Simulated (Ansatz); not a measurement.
Stepwise reaction of `N[SiH2]F` with hydrogen fluoride, as a gas-phase model of exchange steps in deposition or etching. ΔE in kJ/mol; ΔG adds harmonic PBE0-D4 terms to CCSD(T)/CBS, at 1 bar.

Isolated molecules relaxed with PBE0-D4/def2-TZVP in Ansatz; ΔE leaves out vibrations. CCSD(T)/CBS is the MP2 limit (def2-TZVPP, def2-QZVPP) plus CCSD(T) − MP2 in def2-TZVPP, frozen cores. This one scheme is used for every species. Functionals use def2-TZVPP. B3LYP here is the variant with VWN-RPA as its local correlation; programs differ in this. One conformer a species, not always the lowest.

| step | reaction | PBE-D4 | B3LYP-D4 | ωB97M-V | CCSD(T)/CBS | ΔG(500 K) |
| --- | --- | --- | --- | --- | --- | --- |
| 1 | `N[SiH2]F` + H–F → `N[SiH](F)F` + H₂ | -129.3 | -138.3 | -139.1 | -136.0 | -137.8 |

Problem. Give the row of step 2, `N[SiH](F)F` + H–F → `N[Si](F)(F)F` + H₂. (An estimate is asked.)

Solution. Computed: 
```
step                                  reaction  PBE-D4  B3LYP-D4  ωB97M-V  CCSD(T)/CBS  ΔG(500 K)
   2  `N[SiH](F)F` + H–F → `N[Si](F)(F)F` + H₂  -126.4    -135.2   -136.7       -133.9     -133.3
```

Problem. By hand: ΔE of the 2 steps together at CCSD(T)/CBS.

Solution. (-136.0) + (-133.9) = -269.9 kJ/mol, or -134.9 kJ/mol a step.

In ΔE the steps differ by no more than 2.1 kJ/mol. All are downhill at CCSD(T)/CBS. ΔG lies between -137.8 and -133.3 kJ/mol a step. PBE-D4 differs from CCSD(T)/CBS by 6.7 to 7.5 kJ/mol a step. Isolated molecules leave out the surface, adducts and barriers. Largest T1 diagnostic: 0.011.
